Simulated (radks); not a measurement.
Initial-state core-level shifts of the osmium ion Os+ when its valence configuration changes from [Xe] 4f14 5d6 6s1. All-electron calculation, Dirac Kohn-Sham, PBE, spin-unpolarised, spherical densities, finite nucleus; open shells are shared between the two j in proportion to 2j + 1; Fermi nuclear charge, rms radius 5.4126 fm. Program: a radial shooting solver on a logarithmic mesh with Libxc functionals. Shifts are changes of the shell-averaged eigenvalues in eV (positive: less bound); the change of the density at the nucleus, which sets a Mossbauer isomer shift, is in e/bohr^3, on a base of 1.675e+06.

valence,4s,4p,4d,5s,density at nucleus
4f13 5d6 6s1 6p1,-16.784,-16.364,-15.869,-8.922,+142.8
4f13 5d7 6s1,-11.856,-11.436,-10.937,-4.170,+114.7
4f14 5d5 6s1 6p1,-4.711,-4.712,-4.717,-4.567,+26.4
4f13 5d6 6s2,-15.186,-14.767,-14.273,-7.329,+268.2
4f14 5d5 6s2,-3.132,-3.135,-3.141,-2.996,+146.8
4f14 5d6.5 6s0.5,+1.462,+1.463,+1.466,+1.412,-65.4
4f12 5d6 6s2 6p1,-32.958,-32.073,-31.050,-16.637,+443.9
4f12 5d6 6s1 6p2,-34.493,-33.606,-32.581,-18.156,+298.5
4f13 5d5 6s2 6p1,-20.336,-19.916,-19.425,-12.233,+314.9
